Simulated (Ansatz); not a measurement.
Reaction (ligand exchange at the Al–S bond): `[AlH2][S][AlH2]` + `CC(O)O` → `CC(O)[O][AlH2]` + `[AlH2][SH]`

Calculated with Ansatz (gas phase, PBE0-D4/def2-TZVP geometries, no zero-point term in ΔE). CBS: MP2 limit from def2 TZ/QZ plus the TZ coupled-cluster correction, frozen cores. This one scheme is used for every species. One conformer a species, not always the lowest.

`[AlH2][S][AlH2]`:

```xyz
7

Al   -0.875    0.783   -1.216
S     0.371   -0.994   -0.980
Al    0.907   -0.868    1.133
H    -1.150    1.739    0.012
H    -1.464    1.035   -2.660
H     1.830   -2.023    1.689
H     0.381    0.328    2.023
```

`CC(O)O`:

```xyz
10

C     0.686   -0.239   -0.838
C    -0.139   -0.199    0.424
O    -1.488   -0.192    0.038
O     0.164    0.903    1.237
H     1.748   -0.233   -0.590
H     0.457   -1.135   -1.417
H     0.457    0.633   -1.457
H     0.077   -1.067    1.058
H    -2.018   -0.168    0.841
H     0.055    1.697    0.703
```

`CC(O)[O][AlH2]`:

```xyz
12

C     1.257   -0.099   -1.225
C     0.209   -0.580   -0.255
O    -1.044   -0.442   -0.887
O     0.268    0.158    0.923
Al   -0.962    0.946    1.786
H     1.048    0.936   -1.500
H     1.252   -0.713   -2.127
H     2.242   -0.148   -0.759
H     0.377   -1.638   -0.004
H    -1.698   -0.951   -0.399
H    -2.461    0.442    1.684
H    -0.490    2.090    2.763
```

`[AlH2][SH]`:

Cartesian coordinates in Å:
```
Al -0.306 0.281 0.502
S 1.293 -0.810 -0.503
H -0.120 0.540 2.048
H -1.555 0.753 -0.344
H 0.689 -0.765 -1.703
```

```
          species  MP2/def2-TZVPP energy (Eh)
`[AlH2][S][AlH2]`                  -884.12660
         `CC(O)O`                  -229.88772
 `CC(O)[O][AlH2]`                  -472.50683
     `[AlH2][SH]`                  -641.51191
```

**Question.** Work out ΔE.

**Answer.** ΔE = (-472.50683) + (-641.51191) − (-884.12660) − (-229.88772) = -0.00442 Eh = -11.6 kJ/mol. CCSD(T)/CBS gives -9.6 kJ/mol.

Largest T1 diagnostic among the species: 0.012.

From BLYP to BHLYP (50 % exact exchange), in def2-TZVPP and without D4, ΔE moves by +3.3 kJ/mol. Leaving LDA and LC-ωPBE aside and taking each functional with its dispersion term where it has one, the values, not all of them listed here, spread over 18.9 kJ/mol, from CAM-B3LYP-D4 to HSE06-D4. LDA lies −4.6 kJ/mol from PBE without D4. At CCSD(T), def2-SVP lies −9.0 kJ/mol from the extrapolated value and def2-TZVPP −3.6 kJ/mol.
